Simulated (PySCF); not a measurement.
# Identify the compound

The spectra below were simulated for a compound C$_{6}$H$_{8}$F$_{2}$.

$^{1}$H NMR (400 MHz, computed): δ 5.71 (m, 1H), 5.07 (m, 1H), 2.54 (m, 1H), 2.20 (m, 1H), 1.71 (m, 1H), 1.46 (m, 1H), 0.62 (m, 1H), 0.28 (m, 1H).

$^{13}$C{$^{1}$H} NMR (computed): δ 106.4 (CH), 102.8 (CH), 38.3 (CH2), 23.6 (CH), 20.1 (CH), 10.4 (CH2).

One conformer, in vacuum, non-relativistic Hamiltonian. PBE0/pcSseg-1 with gauge-including orbitals; structure optimised with GFN2-xTB; PySCF 2.14.

References, each an isolated molecule treated in the same way: TMS for $^{1}$H (σ = 31.72 ppm) and $^{13}$C (σ = 186.93 ppm).

Problem. Which candidate is it?
A. F[C@@H]1C[C@@H](F)[C@H]2C[C@H]21
B. F[C@@H]1[C@@H]2C[C@@H]2C[C@H]1F
C. F[C@@H]1CC=C[C@@H](F)C1
D. FC1(F)C[C@H]2C[C@@H]1C2

Solution. B. 

- The formula gives 2 degrees of unsaturation (2 rings in the answer).
- 6 carbon signals for 6 carbons: no two carbons are equivalent.
- Carbon types of the structure: 4 × CH, 2 × CH2, which accounts for all hydrogens.
- δC 106.4, 102.8: sp3 CH bonded to F; pulled downfield by the heteroatom.
- δC 38.3: sp3 CH2 in a ring; a saturated carbon with 2 carbon neighbours and no heteroatom attached.
- δC 23.6, 20.1, 10.4: three-membered-ring carbon; carbons of three-membered rings are unusually shielded.
- δH 5.71, 5.07: hydrogen on an sp3 CH bonded to F; its carbon carries F, which withdraws density.
- δH 1.71, 1.46, 0.62, 0.28: hydrogen on a three-membered-ring carbon.

The others: FC1(F)C[C@H]2C[C@@H]1C2 would give 5 carbon signals, not 6; F[C@@H]1CC=C[C@@H](F)C1 has carbons computed at 140.0, 133.0, 88.9, 88.5, 40.1, 37.3; F[C@@H]1C[C@@H](F)[C@H]2C[C@H]21 has carbons computed at 99.5, 98.5, 41.1, 27.5, 25.5, 7.1.

Splittings by $^{19}$F in the carbon and heteronuclear signals aren't shown, as no couplings were computed. Shifts are as computed. Against solution values, carbons near 30 ppm lie about +3 ppm off and those near 130 ppm about +5 ppm. Of 1313 compounds with measured shifts, 239 miss one by over three times the rms of a fit or turn the order of signals round; such compounds aren't used in these exercises. Multiplicities follow the n + 1 count of equivalent neighbours, as no J values were calculated; m marks all less simple cases, F and P coupling included.
